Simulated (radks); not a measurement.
Sm II, 61 electrons, occupied as [Xe] 4f6 6s1 (the NIST ground configuration). Calculated with a radial shooting solver on a logarithmic mesh with Libxc functionals: Dirac Kohn-Sham, PBE, spin-unpolarised, spherical densities, point nucleus; open shells are shared between the two j in proportion to 2j + 1; speed of light set to 13703.6 atomic units (100 times the physical value, a model run).

Normalised radial functions P(r) = r R(r) (large component), r in bohr:

```
   r/bohr * 5s1/2 (the largest magnitude, 0.965, reaches the edge; | marks zero)
 0.001291                             |*
 0.002036                             |*
 0.003239                             | *
 0.005151                             |  *
 0.008192                             |   *
  0.01293                             |   *
  0.02056                             |  *
  0.03269                             *
  0.05158                        *    |
  0.08204                       *     |
   0.1305                             | *
   0.2075                             |         *
   0.3274                          *  |
   0.5207               *             |
   0.8281                             |        *
    1.307                             |                          *
    2.078                             |               *
    3.305                             |  *
    5.256                             *
    8.293                             *
    13.19                             *
```

5s1/2: eigenvalue -44.180 eV, 4 radial nodes at r = 0.0313, 0.119, 0.307, 0.726 bohr, <r> = 1.50 bohr, 90 % of the charge inside 2.16 bohr.
